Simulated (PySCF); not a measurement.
Species: GaMe2H, C2H7Ga.
Cartesian coordinates in Å at the PBE0-D3(BJ)/def2-SVP level; atoms count from 1:
```
atom  x, y, z in Å
Ga1   -0.3898   -0.6668   -0.0028
C2     1.5826   -0.6637   -0.0032
H3     1.9588   -0.1860    0.9171
H4     1.9652   -0.0639   -0.8456
H5     2.0148   -1.6723   -0.0688
C6    -1.3551    1.0534    0.0077
H7    -1.1444    1.6058   -0.9237
H8    -1.0015    1.6896    0.8357
H9    -2.4443    0.9350    0.0973
H10   -1.1864   -2.0310   -0.0137
```

Theory: PBE0-D3(BJ)/def2-SVP geometry optimisation, gas phase (PySCF 2.14.0).

Problem. Which atoms are bound to Ga1, and at what distances?

Solution. 3 atoms: H10 1.580 Å, C2 1.972 Å, C6 1.973 Å. The nearest atom not counted as bound is H7, at 2.57 Å (others tie with it).

Problem. List the angles at Ga1.

Solution. 
| angle | degrees | distance of the outer atoms (Å) |
| --- | --- | --- |
| C6–Ga1–H10 | 120.4 | 3.09 |
| C2–Ga1–H10 | 120.4 | 3.09 |
| C2–Ga1–C6 | 119.2 | 3.40 |

Problem. What is the shape at Ga1?

Solution. Planar: angles 120.4°, 120.4° and 119.2°, sum 360.0°, 0.00 Å off the plane of its three neighbours.

Problem. What are the other bond lengths?

Solution. C2–H3 and 5 like bonds 1.102 Å.

Problem. What are the rotational constants (commonest isotopes, rigid rotor)?

Solution. A = 15787, B = 5130, C = 4068 MHz: an asymmetric top.

Point group: near C2v, missed by 0.19 Å at most; the miss may be what the optimiser left on a soft mode (C2 holds within 0.08 Å). Charge 0, singlet. Stationary, but not proved a minimum.

The run took 14 s wall, 11 s CPU on an x86-64 server with one thread (shared host). These figures are those of the optimisation.
